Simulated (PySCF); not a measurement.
C4H12Si2, SMILES C1CC[SiH2][SiH2]C1. Atoms are numbered in the order given.

```xyz
18

C      0.2310    -0.7347    -1.7157
C     -0.2310     0.7347    -1.7157
C      0.3638     1.6283    -0.6058
Si    -0.1780     1.1544     1.1585
Si     0.1780    -1.1544     1.1585
C     -0.3638    -1.6283    -0.6058
H      1.3354    -0.7636    -1.6661
H     -0.0367    -1.1722    -2.6927
H      0.0367     1.1722    -2.6927
H     -1.3354     0.7636    -1.6661
H      1.4677     1.5843    -0.6502
H      0.0928     2.6824    -0.7913
H      0.5760     1.9326     2.1835
H     -1.6329     1.4515     1.3267
H     -0.5760    -1.9326     2.1835
H      1.6329    -1.4515     1.3267
H     -1.4677    -1.5843    -0.6502
H     -0.0928    -2.6824    -0.7913
```
Charge 0, spin multiplicity 1.

Geometry: TPSSh-D3(BJ)/def2-SVP. Other conformers were not sampled.

Level of theory: B3LYP/pcSseg-1 (PySCF).

GIAO shieldings, no solvent; atoms listed in one row are averaged. δ = σ(ref) − σ: ¹³C against TMS (σ = 181.3 ppm); ²⁹Si against TMS (σ = 338.7 ppm); ¹H against TMS (σ = 31.68 ppm), references at their B3LYP-D3(BJ)/def2-TZVP geometries, non-relativistic.

```
nucleus               atoms  count  δ (ppm)
-------  ------------------  -----  -------
¹³C                  C1, C2      2     33.3
¹³C                  C3, C6      2     14.1
²⁹Si               Si4, Si5      2    -71.5
¹H       H13, H14, H15, H16      4     4.01
¹H                   H8, H9      2     2.31
¹H                 H18, H12      2     1.58
¹H                  H7, H10      2     1.52
¹H                 H17, H11      2     0.92
```
